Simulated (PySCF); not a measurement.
Compound: C₂H₈AlFO.
Structure used (PBE0-D3(BJ)/def2-SVP), in Å, numbered top down from 1:
```
atom  x, y, z in Å
C1     0.0032    1.4591   -0.2685
O2    -0.1018    0.0660   -0.0061
C3    -1.3988   -0.4051    0.3048
Al4    1.4543   -1.1580   -0.0327
F5     2.5703    0.0578   -0.4220
H6    -0.6233    1.7236   -1.1351
H7     1.0603    1.6488   -0.4853
H8    -0.3174    2.0310    0.6167
H9    -2.0836   -0.2190   -0.5382
H10   -1.7764    0.0908    1.2131
H11   -1.3259   -1.4858    0.4840
H12    1.0604   -2.1510   -1.2176
H13    1.4820   -1.6695    1.4784
```

Computed with PySCF 2.14.0, PBE0-D3(BJ)/def2-SVP geometry optimisation, gas phase.

Q: Which atoms are bound to Al4, and at what distances?

A: 4 atoms: H12 1.595 Å, H13 1.596 Å, F5 1.696 Å, O2 1.980 Å. The nearest atom not counted as bound is H11, at 2.85 Å.

Q: List the angles at Al4.

A: 
```json
{"angle": "H12–Al4–H13", "degrees": "120.5", "distance of the outer atoms (Å)": "2.77"}
{"angle": "F5–Al4–H12", "degrees": "116.0", "distance of the outer atoms (Å)": "2.79"}
{"angle": "F5–Al4–H13", "degrees": "115.8", "distance of the outer atoms (Å)": "2.79"}
{"angle": "O2–Al4–H12", "degrees": "101.6", "distance of the outer atoms (Å)": "2.78"}
{"angle": "O2–Al4–H13", "degrees": "101.5", "distance of the outer atoms (Å)": "2.78"}
{"angle": "O2–Al4–F5", "degrees": "94.4", "distance of the outer atoms (Å)": "2.70"}
```

Q: Describe the arrangement about Al4 in numbers.

A: Angles from 94.4° to 120.5°; τ4 = (360° − α − β)/141° = 0.88 with α and β the two widest (0 for a square, 1 for a tetrahedron).

Q: What are the other bond lengths?

A: C1–O2, O2–C3 1.418 Å; C1–H6 and 5 like bonds 1.100 Å.

Q: Give some angles away from the centre.

A: C1–O2–C3 115.8°, C1–O2–Al4 123.0°, C3–O2–Al4 121.2°.

Q: What are the rotational constants (commonest isotopes, rigid rotor)?

A: A = 6042, B = 2674, C = 1956 MHz: an asymmetric top.

Point group: Cs (tolerance 0.08 Å). Charge 0, singlet. Stationary, but not proved a minimum.

One conformer stands for the species.
